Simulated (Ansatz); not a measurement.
A run for Ansatz (a first-principles code): R-CCSD(T)/cc-pVDZ on CH5BO (SMILES BOC), a point of a torsion scan.

Ansatz 0.2 input:
```yaml
crystal:
  periodic: [false, false, false]
  atoms:
    - {symbol: B, position_ang: [1.33612319, -0.09346058, 0.23943016]}
    - {symbol: O, position_ang: [0.13618517, 0.29477887, 0.63278060]}
    - {symbol: C, position_ang: [-1.04639024, 0.11000639, -0.10413948]}
    - {symbol: H, position_ang: [1.51591727, -0.67598973, -0.77347747]}
    - {symbol: H, position_ang: [2.21307088, 0.16889545, 0.97039022]}
    - {symbol: H, position_ang: [-0.93831503, -0.67717621, -0.85526346]}
    - {symbol: H, position_ang: [-1.84466350, -0.15901285, 0.59107175]}
    - {symbol: H, position_ang: [-1.31111328, 1.04765900, -0.59934903]}
basis:
  gaussian:
    orbitals: cc-pVDZ
magnetization: {spin_polarized: false}
correlation: {method: ccsd_t, electrons: outside_noble_gas}
scf: {lower_state_search: off}
```

It printed:

```
WARN ansatz: RAYON_NUM_THREADS=1 ignored (pool sized by the plan → 1); use --threads N
Functional definition: HF
these checks for a lower state are left out or cut short: stability, starts, cluster_reference, orbital_swaps, neighbouring_geometries, increment
integrals: 0.04 GiB planned
603 factors; integrals over basis functions are off by at most 9.1e-4 eV
mean field: 0.10 GiB planned
mean field evaluation 1: about -3817.6045 eV, gradient 2.5e1 eV
mean field evaluation 2: about -3817.6060 eV, gradient 2.5e1 eV
mean field evaluation 4: about -3819.1730 eV, gradient 3.3e0 eV
mean field evaluation 8: about -3819.2006 eV, gradient 2.6e-4 eV
mean field -3819.20062241 eV, -140.3530341262 hartree, gradient 8.1e-7 eV, S^2 0.000000; 0 other end points of the search recorded, 0 dependent functions left out
3 core orbitals not correlated
reference -3819.20062241 eV, -140.3530341262 hartree; 9, 9 occupied and 55, 55 virtual orbitals, 603 factors
second order -11.32746244 eV of doubles, -0.00000000 eV of singles
coupled cluster: 0.14 GiB planned
cycle   1  -11.89133074 eV  change   -5.6e-1 eV  update   8.4e-2
cycle   2  -12.23612734 eV  change   -3.4e-1 eV  update   2.4e-2
cycle   3  -12.32438227 eV  change   -8.8e-2 eV  update   1.5e-2
cycle   4  -12.31790794 eV  change    6.5e-3 eV  update   4.5e-3
cycle   5  -12.31827490 eV  change   -3.7e-4 eV  update   1.7e-3
cycle   6  -12.31818983 eV  change    8.5e-5 eV  update   4.2e-4
cycle   7  -12.31796375 eV  change    2.3e-4 eV  update   1.1e-4
cycle   8  -12.31795201 eV  change    1.2e-5 eV  update   3.1e-5
cycle   9  -12.31795393 eV  change   -1.9e-6 eV  update   7.2e-6
perturbative correction -0.30751403 eV, -0.0113009323 hartree
Total energy: -3831.82609037 eV, -140.8170115159 hartree
Checks for a lower state left out: stability, starts, cluster_reference, orbital_swaps, neighbouring_geometries, increment
```

The calculation finished and met its thresholds.

Cost: about 1.6 core-seconds (a rough figure).
